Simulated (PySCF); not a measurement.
# Trend along the fifth-period p block: MP molecules

PBE0 with triple-zeta basis sets in PySCF, for the lowest determinant that a PBE0 search found; no spin–orbit coupling. De refers to high-spin ground-configuration atoms. A positive dipole means M(−)P(+).

| M | basis | state (unpaired electrons) | Re (Å) | ωe (cm⁻¹) | De (eV) | μ (D) |
| --- | --- | --- | --- | --- | --- | --- |
| In | def2-TZVPP | triplet (π ↑↑) | 2.644 | 256 | 1.98 | -2.13 |
| Sn | x2c-TZVPPall | doublet (π ↑) | 2.337 | 424 | 2.85 | -2.23 |
| Sb | x2c-TZVPPall | singlet (closed shell) | 2.183 | 547 | 3.45 | -1.53 |
| Te | def2-TZVPP | doublet (π ↑) | 2.231 | 494 | 3.14 | -0.55 |
| I | def2-TZVPP | triplet (π ↑↑) | 2.370 | 381 | 2.59 | -0.09 |

The shortest bond is that of SbP (2.183 Å), the longest that of InP (2.644 Å). SbP is bound most strongly (3.45 eV) and InP least (1.98 eV).

The rows differ in basis set, which adds steps of its own.

The state changes along the series, so neighbouring rows are not always alike in their bonding.

Spin–orbit coupling is left out, which matters for elements this heavy, above all for dissociation energies. States were picked by a PBE0 search and need not be the measured ground states.
